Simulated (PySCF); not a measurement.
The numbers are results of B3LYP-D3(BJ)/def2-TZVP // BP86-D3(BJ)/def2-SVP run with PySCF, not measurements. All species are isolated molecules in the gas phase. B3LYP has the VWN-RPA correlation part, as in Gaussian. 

Reference species: [Zr(H)4] (neutral, multiplicity 1).

```yaml
mean_distance_from_the_central_atom_to_its_bonded_neighbours: 1.855 Å
LUMO: -2.76 eV
coordination_number: 4
```

After one change: the mean distance from the central atom to its bonded neighbours rises by 0.053 Å; the LUMO increases by 0.99 eV; the coordination number hardly moves.

### Question
Which change was made? The new species is one of these.
A. [Zr(F)3(H)]
B. [Zr(F)(H)3]
C. [Zr(F)2(H)2]
D. [Zr(F)4]

### Answer
D, [Zr(F)4]
